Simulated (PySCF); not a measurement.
[TaH6]− at several levels of theory

Computed with PySCF 2.14.0 (density fitting, no spin-orbit coupling) at the geometry relaxed with PBE0:

```xyz
7
[TaH6]− (singlet)
Ta    0.0000    0.0000    0.1071
H     1.6810    0.0000    0.8402
H    -0.8405    1.4558    0.8402
H    -0.8405   -1.4558    0.8402
H     1.1530    0.0000   -1.2451
H    -0.5765    0.9986   -1.2451
H    -0.5765   -0.9986   -1.2451
```

| level | basis | state | HOMO (eV) | gap (eV) | charge on Ta1 (e) | dipole about the centre of mass (D) | largest force component (eV/Å) |
| --- | --- | --- | --- | --- | --- | --- | --- |
| PBE0 | Ta def2-SVP with ECP60, H def2-SVP | singlet | -2.41 | 5.58 | 0.36 | 2.09 | 0.01 |
| TPSSh | the same | singlet | -1.83 | 4.69 | 0.52 | 2.17 | 0.09 |
| PBE | the same | singlet | -1.11 | 3.47 | 0.10 | 2.05 | 0.41 |
| wB97X | the same | singlet | -4.90 | 9.91 | 0.53 | 2.05 | 0.50 |
| PBE0 | Ta def2-TZVP with ECP60, H def2-TZVP | singlet | -2.34 | 5.70 | 0.00 | 2.18 | 0.21 |
| PBE0 | Ta x2c-SVPall, H x2c-SVPall | singlet | -2.54 | 5.62 | -0.58 | 2.06 | 0.42 |

Charges are Mulliken's, which hang on the basis. The relaxation used the grid (50, 194), these runs (75, 302) or, all-electron (x2c bases, spin-free X2C Hamiltonian), (99, 590).

Task: What does B3LYP with Ta def2-SVP with ECP60, H def2-SVP give here?

Result: state singlet, HOMO (eV) -2.19, gap (eV) 5.14, charge on Ta1 (e) 0.34, dipole about the centre of mass (D) 2.07, largest force component (eV/Å) 0.12. Time: 1.7 s on 2 threads of Arm Neoverse V1, with other jobs on the host, from an already converged density.

In the first row's basis the gap widens with exact exchange: 3.5 eV for PBE (none); 4.7 to 5.6 eV for TPSSh, B3LYP, PBE0 (a fixed share); 9.9 eV for wB97X (rising or full at long range).
